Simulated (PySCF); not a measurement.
Electron affinity of Ir by level of theory

Ir⁻ [Xe] 4f14 5d8 6s2 (3F) → Ir [Xe] 4f14 5d7 6s2 (4F), as a difference of total energies. Computed with PySCF 2.14 in aug-cc-pVTZ-PP with ECP60MDF, with scalar relativity through the core potential. Correlated levels: valence: 5s2 5p6 frozen. The calculations carry no spin-orbit coupling.

```
           method  electron affinity (eV)
              UHF                  -0.007
              LDA                   2.211
              PBE                   1.972
        BHandHLYP                   1.331
            M06-L                   1.555
           B2PLYP                   1.678
          wB97X-V                   1.513
    MP2 (valence)                   1.565
SCS-MP2 (valence)                   1.564
```

Problem. Estimate what PBE0 gives.

Solution. 1.681 eV, closest to B2PLYP among the rows shown.

Problem. Estimate what r2SCAN gives.

Solution. 1.749 eV, closest to B2PLYP among the rows shown.

The reference lies between the lowest fine-structure levels, while these numbers refer to the centres of the terms.

Errors of the correlated levels include the incompleteness of this basis and the frozen core.

A negative affinity means that the anion lies above the atom at that level of theory.

In the anion the highest occupied orbital energy is positive at LDA, PBE, PBE0, r2SCAN, M06-L, a self-interaction effect; the basis confines that electron, and the energy difference can still be sensible.

For comparison: 1.564 eV (measured; photodetachment measurements, as compiled on the Wikipedia data page of electron affinities).
